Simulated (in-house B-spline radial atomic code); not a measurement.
# LDA VWN5 excitations of S VII (S6+)

Method: LDA VWN5. Computed with an all-electron radial atomic-structure program (B-spline basis): linear response of the closed shell [He] 2s2 2p6 with the functional's adiabatic kernel; scalar-relativistic (spin-free one-electron X2C), finite nucleus, no spin-orbit coupling, no double excitations, S, P, D and F terms only. Only terms of natural parity with L up to 3 were computed.

Command:
```bash
python run_td.py task.json out
```
Settings (radii: box in bohr, nucleus in fm):
```
Z                        16
electrons                10
configuration            [He] 2s2 2p6
hamiltonian              x2c
method                   lda,vwn
box_radius               14.35
rms_radius               3.2611
intervals                71
```

Time taken, with all properties: 0.3 s on 1 thread of Arm Neoverse N1, on a shared host.

The lowest states, in the order of their Tamm-Dancoff energies; the method's threshold (minus the highest occupied level) is 258.03 eV. Labels give the largest channel, * marks a mixed state, and oscillator strengths are full-response dipole values. Semilocal kernels can invert the small singlet-triplet splittings of Rydberg terms. Energies in eV:

```csv
state,full response,Tamm-Dancoff,oscillator strength
2p → 3s 3P,163.37,163.38,-
2p → 3s 1P,164.56,164.58,0.204
2p → 3p 3S,175.32,175.35,-
2p → 3p 3D,176.53,176.54,-
2p → 3p 1D,177.38,177.38,-
2p → 3p 1S,?,?,-
2p → 3d 3P,193.98,193.99,-
2p → 3d 3F,194.36,194.37,-
2p → 3d 1F,194.87,194.87,-
2p → 3d 1P,?,?,?
```

**Question.** Where does 2p → 3p 1S lie?

**Answer.** At 184.11 eV in full response, 184.66 eV in Tamm-Dancoff.

**Question.** Where does 2p → 3d 1P lie?

**Answer.** At 197.57 eV in full response, 197.70 eV in Tamm-Dancoff, oscillator strength 1.37.

**Question.** How large is the singlet-triplet splitting of 2p → 3s (P terms) in Tamm-Dancoff?

**Answer.** 1.21 eV, from the unrounded values.

**Question.** What polarisabilities and dispersion coefficient does the method give?

**Answer.** Dipole 0.07494 bohr³, quadrupole 0.03192 bohr⁵, C6 0.03818 hartree·bohr⁶ for two such species.
